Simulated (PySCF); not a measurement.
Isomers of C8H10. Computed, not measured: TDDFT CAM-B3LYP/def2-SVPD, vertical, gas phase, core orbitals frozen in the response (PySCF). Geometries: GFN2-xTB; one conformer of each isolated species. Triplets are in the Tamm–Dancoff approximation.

A. `C(=CCC#CC)=CC`
B. `CC1=CC[C@@H]2C=C[C@H]12`
C. `CCC=C1C=CC=C1`

Lowest singlet levels (six at most, fewer where fewer were computed) with oscillator strengths:

1. 5.94 eV (f 0.003); 6.16 eV (f 0.001); 6.57 eV (f 0.002); 6.75 eV (f 0.023); 6.82 eV (f 0.054); 6.86 eV (f 0.023); T1 4.62 eV
2. 3.64 eV (f 0.012); 5.24 eV (f 0.556); 6.32 eV (f 0.000); 6.37 eV (f 0.001); 6.89 eV (f 0.028); 7.02 eV (f 0.010); T1 2.43 eV
3. 6.06 eV (f 0.024); 6.54 eV (f 0.001); 6.65 eV (f 0.018); 7.14 eV (f 0.045); 7.17 eV (f 0.272); 7.25 eV (f 0.015); T1 4.23 eV

Question: Match each spectrum to its molecule.

Answer: 1 = A, 2 = C, 3 = B.
- A: S1 at 5.94 eV, HOMO→LUMO+1 (21%), HOMO-2→LUMO (10%), HOMO-2→LUMO+3 (9%); Löwdin shares by element: HOMO carbon 70% or more (atoms not listed hold the other 30%); LUMO carbon 43% or more (atoms not listed hold the other 57%); HOMO -8.28 and LUMO 1.17 eV.
- B: S1 at 6.06 eV, HOMO→LUMO (93%); Löwdin shares by element: HOMO carbon 70% or more (atoms not listed hold the other 30%); LUMO carbon 52% or more, hydrogen 5% or more (atoms not listed hold the other 42%); HOMO -7.84 and LUMO 1.31 eV.
- C: S1 at 3.64 eV, HOMO→LUMO (99%); Löwdin shares by element: HOMO carbon 86% or more; LUMO carbon 61% or more (atoms not listed hold the other 39%); HOMO -7.49 and LUMO -0.63 eV.
A and B have S1 within 0.13 eV of each other; their strongest listed levels stand at 6.82 eV (f 0.054) and 7.17 eV (f 0.272).
